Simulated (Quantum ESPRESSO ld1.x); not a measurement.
The numbers below are computed, except where a source is named.
Question: Coherent X-ray form factor from a spherical all-electron density. Level of theory: scalar-relativistic Kohn-Sham, LDA (Slater exchange, Perdew-Wang correlation), spin-polarised, spherical densities, point nucleus (ld1.x of Quantum ESPRESSO 7.5).

sin(theta)/lambda (1/angstrom),f0 (electrons)
0.05,54.656
0.1,53.654
0.15,52.080
0.2,50.061
0.25,47.738
0.3,45.251
0.4,40.231
0.5,35.607
0.6,31.589
0.8,25.313
1,20.979
1.25,17.513
1.5,15.219
2,11.588

The species is in the configuration that NIST lists as its ground one. Which atom or ion scatters so?

Answer: The gadolinium ion Gd9+, [Kr] 4d10 4f5 5s2 5p2. Extrapolating in s^2 from the first two rows gives f0(0) = 55.0, near the electron count 55; among species with that count, the fall with angle is slower the higher Z, and the table is that of Z = 64; from so few rows the species is fixed only to a neighbour or two.
